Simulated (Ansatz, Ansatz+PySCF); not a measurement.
```yaml
atoms:
  - { symbol: Si, position_ang: [0.0251, 0.0576, 0.0082] }
  - { symbol: H, position_ang: [0.8336, -1.0766, 0.5881] }
  - { symbol: H, position_ang: [-0.3081, -0.2273, -1.4355] }
  - { symbol: H, position_ang: [-1.1875, 0.3866, 0.8205] }
```

Basis set: def2-SVP (spherical functions). Frozen core: 5 orbitals. Charge 0, multiplicity 2.

Computed with Ansatz (development build ahead of 0.2.0); each method stands on the lowest determinant of its kind that the runs found.

The atomization energy at this shape (free ground-state atoms in the same class of orbitals less the molecule, no zero-point energy) of doublet SiH₃:

```tsv
method	atomization energy
UHF-MP2	872.9 kJ/mol
```

What does UHF give?

741.1 kJ/mol.
